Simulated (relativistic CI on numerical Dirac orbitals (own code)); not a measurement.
# Mn⁶⁺ in a cubic cluster: 2p photoemission with charge transfer

Computed with a charge-transfer multiplet model of a cubic metal-ligand cluster with up to 2 ligand holes, Slater and spin-orbit integrals from Dirac-Coulomb-Breit ions, Slater integrals scaled by 0.9. The ground state mixes d1 with configurations of k ligand holes L, whose averages lie at kΔ + k(k − 1)U_dd/2; a core hole lowers each added d electron by U_cd. 20 K, Lorentzian 0.6 eV and Gaussian 0.8 eV FWHM.

Atomic integrals in eV (Slater integrals scaled, ζ unscaled), ground: F2dd 11.938, F4dd 7.546, zeta_d 0.064; with the core hole: F2dd 11.938, F4dd 7.546, zeta_d 0.092, zeta_core 6.783, F2cd 8.752, G1cd 7.048, G3cd 4.019. Where a configuration has fewer than two d electrons, the dd integrals are those of d2.

Cluster parameters (eV): Δ = 0.3, U_dd = 5.8, U_cd = 6.8, 10Dq = 0.75, 10Dq(ligand) = 1.3, final-state hopping factor = 0.9.

```csv
Case,n_d,d1,d2L,d3L2,S
"V(eg) = 2.15 eV, V(t2g) = -0.93 eV",1.90,0.26,0.58,0.16,0.50
"V(eg) = 3.05 eV, V(t2g) = -1.32 eV",1.94,0.25,0.56,0.19,0.50
"V(eg) = 3.35 eV, V(t2g) = -1.45 eV",1.95,0.25,0.56,0.20,0.50
```

Weights, n_d and S are thermal averages at 20 K. Binding energies count from the first peak over 30 % of the highest in each spectrum, which can be another peak from case to case. The parameters are a model scan and need not match a compound or its usual spin state. Peaks in eV (height, largest 100):
- V(eg) = 2.15 eV, V(t2g) = -0.93 eV: 0.0 (100), 5.9 (21), 11.8 (53), 16.7 (15), 21.2 (7)
- V(eg) = 3.05 eV, V(t2g) = -1.32 eV: 0.0 (100), 6.5 (11), 8.4 (12), 11.6 (46)
- V(eg) = 3.35 eV, V(t2g) = -1.45 eV: 0.0 (100), 4.2 (11), 6.8 (10), 9.0 (13), 11.6 (43), 14.4 (16)

For the case V(eg) = 3.05 eV, V(t2g) = -1.32 eV, Δ = 0.3 eV is smaller than U_dd = 5.8 eV, the charge-transfer side of the Zaanen-Sawatzky-Allen scheme. With the core hole the average of the configuration with one ligand hole lies at Δ − U_cd = -6.5 eV before mixing: the effective hopping of about 5.6 eV (from the holes of the mixed ground state) is comparable with this gap or larger, so the configurations mix strongly.

With at most 2 ligand holes the space is cut while the next configuration still counts, so covalency is underestimated, and a final configuration with one more ligand hole, which can lie low, is missing from the spectra.
